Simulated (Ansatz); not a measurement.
The same path of CH9NOSi2 (14 atoms, charge 0, multiplicity 1) was run twice with different band settings. Lost on the way: Si2–H9. Made: O3–H9.

Method: RKS B3LYP/def2-SVP in Ansatz 0.2.0.

Relaxed end points:

```xyz
14
Properties=species:S:1:pos:R:3
C -1.091 1.449 0.150
Si -0.008 0.304 1.166
O -0.903 -0.606 2.251
N 0.933 -0.725 0.110
Si 0.995 -0.963 -1.618
H -1.676 2.088 0.832
H -1.802 0.901 -0.489
H -0.492 2.108 -0.500
H 0.892 1.079 2.061
H -1.490 -1.273 1.874
H 1.618 -1.284 0.622
H 2.278 -0.485 -2.222
H -0.130 -0.211 -2.240
H 0.859 -2.410 -1.969
```

```xyz
14
Properties=species:S:1:pos:R:3
C -0.662 1.710 -0.025
Si 0.609 0.875 1.152
O -1.057 -0.397 2.003
N 1.097 -0.530 0.145
Si 0.696 -1.037 -1.488
H -1.298 2.406 0.547
H -1.328 1.021 -0.572
H -0.116 2.318 -0.770
H -0.847 -0.552 2.937
H -0.776 -1.205 1.538
H 1.936 -0.987 0.501
H 0.979 -0.001 -2.526
H -0.750 -1.398 -1.608
H 1.505 -2.253 -1.804
```

Common settings: spring 5.0 eV/Å²; optimiser quadratic models (default); start path through a guess of the saddle point; force threshold 0.05 eV/Å; end points relaxed.

| run | movable images | climbing image | iteration limit |
| --- | --- | --- | --- |
| 1 | 7 | yes | 58 |
| 2 | 6 | no | 60 |

Problem. What does each run give, and how far can it be trusted?

Solution. Run 1: converged after 21 iterations, highest image 3.269 eV above the first end. Beside the main top the profile has a ripple of under 15 meV (maxima at images 2, 5), which may be a very shallow well or noise. A structure lower than the first end lies on the path between it and the top, so the climb from that side starts below the end, which may itself be a saddle point or a shallow side well. Neighbouring images differ by up to 3.3 eV, so the band resolves the path poorly. A vibrational analysis at the climbing image gives one clearly imaginary mode, 1402i cm⁻¹, and a faint second one (16i cm⁻¹) that may be numerical noise or a soft torsion: probably a first-order saddle point.
Run 2: converged after 24 iterations, highest image 2.362 eV above the first end. Beside the main top the profile has a ripple of under 15 meV (maxima at images 2, 5), which may be a very shallow well or noise. A structure lower than the first end lies on the path between it and the top, so the climb from that side starts below the end, which may itself be a saddle point or a shallow side well. Neighbouring images differ by up to 2.1 eV, so the band resolves the path poorly. No image climbed, so the highest image needn't sit at the top of the path.
The orbitals stay closed-shell, which can raise the energy where a bond breaks towards radicals; this wasn't checked here.
